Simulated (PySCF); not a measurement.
C2H6BF2N, SMILES CNB(F)CF.

Geometry: TPSSh-D3(BJ)/def2-SVP. This is a generated structure with no PubChem entry under its InChIKey; it may be hypothetical. One conformer was computed; it need not be the lowest.

Method: HF/def2-TZVP run with PySCF.

Symmetry labels are those of the subgroup Cs that the program uses (full group Cs).

Computed valence orbital energies around the gap with their symmetry:
```
orbital  symmetry  energy (eV)
-------  --------  -----------
HOMO−7         A'       -17.93
HOMO−6         A'       -17.19
HOMO−5         A'       -16.59
HOMO−4         A"       -16.26
HOMO−3         A'       -14.62
HOMO−2         A"       -14.32
HOMO−1         A'       -13.09
HOMO           A"       -11.08
LUMO           A'         3.19
LUMO+1         A'         4.01
LUMO+2         A"         4.29
LUMO+3         A'         4.53
```
